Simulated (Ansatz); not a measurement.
Ansatz results at the PBE0-D4/def2-TZVP geometry: HOMO–LUMO gap (ωB97M-V/def2-TZVPP) 9.03 eV; HOMO–LUMO gap (PBE0/def2-TZVPP) 5.18 eV; LUMO energy (ωB97M-V/def2-TZVPP) 0.66 eV.

Each molecule was computed in one conformer, which needn't be the lowest.

(1) Which molecule gave them?
A. `C[Si@H]1C[Si@@H]1[SiH3]`
B. `P[SiH]1CC1`
C. `C[SiH2]C1[SiH2][SiH2]1`
D. `BO[Si](C)(F)S`

## Answers

(1) C. The others give `P[SiH]1CC1`: 10.93, 7.00, 1.90; `BO[Si](C)(F)S`: 11.13, 7.03, 1.03; `C[Si@H]1C[Si@@H]1[SiH3]`: 8.50, 4.82, 0.49.
